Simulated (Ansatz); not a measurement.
Start from `[OH][Al]([F])[SiH3]` and change one atom or group to get `[OH][AlH][SiH3]`.

Ansatz, PBE0-D4/def2-TZVP geometries, multiplicity 1. Each molecule was computed in one conformer, which needn't be the lowest.

| property | `[OH][Al]([F])[SiH3]` |
| --- | --- |
| LUMO energy (PBE0/def2-TZVPP) / eV | -1.09 |
| HOMO energy (B3LYP/def2-TZVPP) / eV | -8.15 |
| LUMO energy (ωB97M-V/def2-TZVPP) / eV | 0.60 |
| HOMO–LUMO gap (ωB97M-V/def2-TZVPP) / eV | 10.98 |
| size of the dipole moment (PBE/def2-TZVPP) / D | 0.73 |
| size of the dipole moment (B3LYP/def2-TZVPP) / D | 0.72 |

Q: Give the same properties after the change, and the shifts. (An estimate is asked.)

A: The calculation gave: 
```tsv
property	`[OH][AlH][SiH3]`	shift
LUMO energy (PBE0/def2-TZVPP) / eV	-1.39	-0.30
HOMO energy (B3LYP/def2-TZVPP) / eV	-7.42	0.73
LUMO energy (ωB97M-V/def2-TZVPP) / eV	0.27	-0.33
HOMO–LUMO gap (ωB97M-V/def2-TZVPP) / eV	9.89	-1.09
size of the dipole moment (PBE/def2-TZVPP) / D	1.32	0.59
size of the dipole moment (B3LYP/def2-TZVPP) / D	1.38	0.66
```

With PBE0 the HOMO rises by 0.74 eV and the LUMO falls by 0.30 eV, so the gap narrows by about 1.04 eV. PBE moves the HOMO by 0.71 eV and ωB97M-V by 0.76 eV. Dipoles are sizes alone; their direction can turn.

B3LYP here is the variant with VWN-RPA as its local correlation; programs differ in this.
